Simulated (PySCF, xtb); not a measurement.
C₄H₄BNO, SMILES B1([C@@H](N=C1)C#C)O.

xtb with GFN2-xTB at its own geometry gives an orbital gap of 2.75 eV and a dipole moment of 2.77 D.

Geometry: PBE0-D3(BJ)/def2-SVP. The structure was generated by enumeration; whether it is a known compound was not checked. Other conformers were not sampled.

Task: What does PBE/def2-TZVP run with PySCF give? (The exact figures need the calculation; the answer reports its results.)

Result: gap 3.28 eV (levels -5.97 and -2.69 eV), dipole 2.15 D.
